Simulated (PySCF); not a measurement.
**Correlation energy of Cl (chlorine, neutral)**

[Ne] 3s2 3p5, 2P determinant. Computed with PySCF 2.14 in ANO-RCC-VTZP, with scalar relativity by spin-free X2C-1e. Frozen: [Ne]; 7 electrons correlated.

```csv
level,correlation energy (mhartree)
CCSD,-182.55
(T),-5.90
CCSD(T),-188.45
CCSDT,-189.20
```

Diagnostics: T1 = 0.0073, D1 = 0.0239, largest double amplitude 0.048.

Cost of the coupled-cluster step: of the order of 0.4 core-seconds, for 7 correlated electrons.

Iterations:

```
CC2 = 0
CCSD nocc = (np.int64(4), np.int64(3)), nmo = (29, 29)
frozen orbitals [[0, 1, 2, 3, 4], [0, 1, 2, 3, 4]]
max_cycle = 100
direct = 0
conv_tol = 1e-08
conv_tol_normt = 1e-06
diis_space = 8
diis_start_cycle = 0
Init t2, MP2 energy = -0.15818238663618
Init E_corr(UCCSD) = -0.158182386639886
cycle = 1  E_corr(UCCSD) = -0.17701841290844  dE = -0.0188360263  norm(t1,t2) = 0.0403248
cycle = 2  E_corr(UCCSD) = -0.1808997578647  dE = -0.00388134496  norm(t1,t2) = 0.012981
cycle = 3  E_corr(UCCSD) = -0.182618245582514  dE = -0.00171848772  norm(t1,t2) = 0.00532484
cycle = 4  E_corr(UCCSD) = -0.182553909552311  dE = 6.43360302e-05  norm(t1,t2) = 0.000809856
cycle = 5  E_corr(UCCSD) = -0.182551636354217  dE = 2.27319809e-06  norm(t1,t2) = 0.000171115
cycle = 6  E_corr(UCCSD) = -0.182553696647702  dE = -2.06029349e-06  norm(t1,t2) = 5.8167e-05
cycle = 7  E_corr(UCCSD) = -0.182553559391448  dE = 1.37256254e-07  norm(t1,t2) = 1.79439e-05
cycle = 8  E_corr(UCCSD) = -0.182553509962491  dE = 4.9428957e-08  norm(t1,t2) = 4.29135e-06
cycle = 9  E_corr(UCCSD) = -0.182553498856408  dE = 1.11060827e-08  norm(t1,t2) = 8.43197e-07
cycle = 10  E_corr(UCCSD) = -0.182553499074657  dE = -2.18248586e-10  norm(t1,t2) = 1.81279e-07
UCCSD converged
E(UCCSD) = -461.0798611527158  E_corr = -0.1825534990746567
UCCSD(T) correction = -0.00590185254265531
```
